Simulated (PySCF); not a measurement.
**Radial density of Eu⁺ (europium, charge +1)**

r2SCAN, [Xe] 4f7 6s1, high-spin 9S determinant. All numbers are calculated (PySCF 2.14, the spin-free X2C one-electron Hamiltonian (Gaussian nucleus), in ANO-RCC-VTZP (8s7p5d3f2g1h, 104 functions)).

```json
{"r (bohr)": "0.0200", "4πr²ρ (e/bohr)": "80.43", "4πr²(ρα − ρβ)": "0.0044"}
{"r (bohr)": "0.0336", "4πr²ρ (e/bohr)": "74.83", "4πr²(ρα − ρβ)": "0.0089"}
{"r (bohr)": "0.0565", "4πr²ρ (e/bohr)": "105.4", "4πr²(ρα − ρβ)": "0.0210"}
{"r (bohr)": "0.0951", "4πr²ρ (e/bohr)": "95.65", "4πr²(ρα − ρβ)": "0.0264"}
{"r (bohr)": "0.160", "4πr²ρ (e/bohr)": "91.17", "4πr²(ρα − ρβ)": "0.3627"}
{"r (bohr)": "0.269", "4πr²ρ (e/bohr)": "69.03", "4πr²(ρα − ρβ)": "2.2635"}
{"r (bohr)": "0.452", "4πr²ρ (e/bohr)": "44.04", "4πr²(ρα − ρβ)": "6.6944"}
{"r (bohr)": "0.761", "4πr²ρ (e/bohr)": "29.91", "4πr²(ρα − ρβ)": "6.8894"}
{"r (bohr)": "1.28", "4πr²ρ (e/bohr)": "10.79", "4πr²(ρα − ρβ)": "2.8942"}
{"r (bohr)": "2.15", "4πr²ρ (e/bohr)": "3.091", "4πr²(ρα − ρβ)": "0.4701"}
{"r (bohr)": "3.62", "4πr²ρ (e/bohr)": "0.4591", "4πr²(ρα − ρβ)": "0.3674"}
{"r (bohr)": "6.09", "4πr²ρ (e/bohr)": "0.06600", "4πr²(ρα − ρβ)": "0.0659"}
{"r (bohr)": "10.2", "4πr²ρ (e/bohr)": "0.0001107", "4πr²(ρα − ρβ)": "0.0001"}
```

Densities and radii are taken from the X2C orbitals without a picture-change correction, which distorts them close to the nucleus.

Spin-orbit coupling, which splits the p, d and f shells strongly at this Z, is absent.
